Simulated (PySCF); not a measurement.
## Calculated NMR parameters of NC(=O)[SiH2]N([SiH3])[SiH3]

```
Formula                               : CH10N2OSi3
SMILES                                : NC(=O)[SiH2]N([SiH3])[SiH3]
InChI                                 : InChI=1S/CH10N2OSi3/c2-1(4)7-3(5)6/h7H2,5-6H3,(H2,2,4)
Point group of the computed structure : C1
Degrees of unsaturation               : 1
Carbon signals                        : 1
Proton signals                        : 3
```

Molfile (atoms numbered from 1):
```
CH10N2OSi3
     RDKit          3D

 17 16  0  0  0  0  0  0  0  0999 V2000
    3.1211    0.4737   -0.3252 N   0  0  0  0  0  0  0  0  0  0  0  0
    1.7849    0.6146   -0.2892 C   0  0  0  0  0  0  0  0  0  0  0  0
    1.2623    1.6925   -0.5384 O   0  0  0  0  0  0  0  0  0  0  0  0
    0.7162   -0.8962    0.1562 Si  0  0  0  0  0  4  0  0  0  0  0  0
   -0.8690   -0.2583    0.1323 N   0  0  0  0  0  0  0  0  0  0  0  0
   -1.2014    1.4140   -0.3982 Si  0  0  0  0  0  4  0  0  0  0  0  0
   -2.2100   -1.2642    0.6105 Si  0  0  0  0  0  4  0  0  0  0  0  0
    3.5539   -0.4063   -0.1148 H   0  0  0  0  0  0  0  0  0  0  0  0
    3.7107    1.2610   -0.5559 H   0  0  0  0  0  0  0  0  0  0  0  0
    0.9767   -1.9381   -0.8497 H   0  0  0  0  0  0  0  0  0  0  0  0
    1.1592   -1.3745    1.4745 H   0  0  0  0  0  0  0  0  0  0  0  0
   -0.8146    2.3589    0.6398 H   0  0  0  0  0  0  0  0  0  0  0  0
   -2.6820    1.4181   -0.3766 H   0  0  0  0  0  0  0  0  0  0  0  0
   -0.8580    1.5715   -1.8048 H   0  0  0  0  0  0  0  0  0  0  0  0
   -1.6326   -2.5438    1.0289 H   0  0  0  0  0  0  0  0  0  0  0  0
   -2.9177   -0.6406    1.7279 H   0  0  0  0  0  0  0  0  0  0  0  0
   -3.1066   -1.4703   -0.5272 H   0  0  0  0  0  0  0  0  0  0  0  0
  1  2  1  0
  2  3  2  0
  2  4  1  0
  4  5  1  0
  5  6  1  0
  5  7  1  0
  1  8  1  0
  1  9  1  0
  4 10  1  0
  4 11  1  0
  6 12  1  0
  6 13  1  0
  6 14  1  0
  7 15  1  0
  7 16  1  0
  7 17  1  0
M  END
```

[PySCF: GFN2-xTB geometry; σ from GIAO-PBE0/pcSseg-1; one computed conformer; no relativistic terms; rapidly exchanging positions averaged; isolated molecule]

Scale: $^{1}$H (31.72 ppm), $^{13}$C (186.93 ppm), $^{29}$Si (349.16 ppm) against TMS; NH3 for $^{15}$N (267.73 ppm); H2O for $^{17}$O (336.08 ppm) (reference shieldings calculated alike).

| carbon | δC, type | δH (multiplicity) | HMBC from (2–3 bonds) | span of the C tensor (ppm) |
| --- | --- | --- | --- | --- |
| C2 | 187.4, C | – | H10/H11 | 185 |

Other nuclei:
```tsv
atoms	nucleus	environment	δ (ppm)	σ (ppm)
H8/H9	$^{1}$H	hydrogen on an amide-type nitrogen	5.36	26.36
H10/H11	$^{1}$H	hydrogen on a silicon bonded to C, N	4.96	26.76
H12/H13/H14/H15/H16/H17	$^{1}$H	hydrogen on a silicon bonded to N	4.87	26.85
Si6/Si7	$^{29}$Si	silicon bonded to N, 3 H	-56.1	405.3
Si4	$^{29}$Si	silicon bonded to C, N, 2 H	-57.8	406.9
N1	$^{15}$N	amide-type nitrogen	130.9	136.8
N5	$^{15}$N	nitrogen bonded to 3 Si	-24.2	292.0
O3	$^{17}$O	amide-type carbonyl oxygen	480.2	-144.1
```

- δC 187.4: carbonyl carbon.
- δH 5.36: hydrogen on an amide-type nitrogen; labile proton, position sensitive to the medium.
- δH 4.96: hydrogen on a silicon bonded to C, N.
- δH 4.87: hydrogen on a silicon bonded to N.

Exchangeable OH/NH protons stand at their gas-phase positions; hydrogen bonding in a real sample shifts them, mostly to higher δ. Shifts are as computed. Against solution values, carbons near 30 ppm lie about +3 ppm off and those near 130 ppm about +5 ppm. Of 1309 compounds with measured shifts, 239 miss one by over three times the rms of a fit or turn the order of signals round; such compounds aren't used in these exercises. Hydrogen bonding in solution shields acid and N–H amide carbonyl oxygens by tens of ppm. The C=O carbon of an acid or of an amide with N–H lies up to 10 ppm further downfield in solution, through hydrogen bonding that the calculation lacks. Unscaled 17O shifts of doubly bonded oxygen tend to come out too high, by tens of ppm or more. Experimental scales use liquid or dissolved standards, which lie at an offset from isolated NH3 (liquid NH3: subtract about 20 ppm) and H2O (liquid H2O: subtract about 36 ppm). No couplings were computed; multiplicities are counted from neighbouring protons, with m where these are inequivalent, close in shift, in a saturated or five-membered ring or joined by F or P, and br s for small geminal =CH2 splittings.
